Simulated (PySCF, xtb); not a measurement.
CBr, SMILES [C]Br (connectivity only; charge and spin as stated), neutral, multiplicity 2.

The structure is a stationary point at B3LYP-D3(BJ)/def2-TZVPD.

Computed with C-PCM-B3LYP/def2-TZVPD (PySCF 2.14.0).

The values are the electrostatic part of the solvation free energy, E(continuum) − E(gas) at the gas-phase geometry, in a cavity of scaled van der Waals radii (PySCF's table); cavitation and dispersion terms are not included. The dipole moment in vacuum is 1.46 D.

Problem. Estimate the values in water (ε = 78.36), 1-octanol (ε = 9.86), benzene (ε = 2.27). (The exact figures need the calculation; the answer reports its results.)

Solution. 
| solvent | ε | ΔG(elec) (kcal/mol) | dipole (D) |
|---|---|---|---|
| water | 78.36 | -1.5 | 2.06 |
| 1-octanol | 9.86 | -1.3 | 1.98 |
| benzene | 2.27 | -0.8 | 1.75 |

For comparison, GFN2-xTB/ALPB(water) (xtb, at the GFN2-xTB geometry, all terms of that model) gives -0.4 kcal/mol.
